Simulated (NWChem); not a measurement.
**Ionisation of H₂Be**

SMILES: [BeH2]
```xyz
3

Be     0.0000     0.0000     0.0000
H      0.0000     0.0000     1.3442
H      0.0000     0.0000    -1.3442
```
Charge 0, spin multiplicity 1.

Program: NWChem. All single points use one geometry, from PBE/def2-SVP, a minimum by its harmonic frequencies.

Basis set: def2-TZVPD. −ε marks an orbital energy of the parent.

B3LYP has NWChem's definition, with VWN1-RPA local correlation. The structure started from a generated list of species.

Q: Order these methods by the first vertical ionisation energy they give, lowest first: −ε(HOMO) of HF, −ε(HOMO) of BLYP, −ε(HOMO) of B3LYP, evGW0@PBE0, G0W0@PBE0.

A: −ε(HOMO) of BLYP (7.41 eV), −ε(HOMO) of B3LYP (8.63 eV), G0W0@PBE0 (11.61 eV), evGW0@PBE0 (11.84 eV), −ε(HOMO) of HF (12.15 eV)
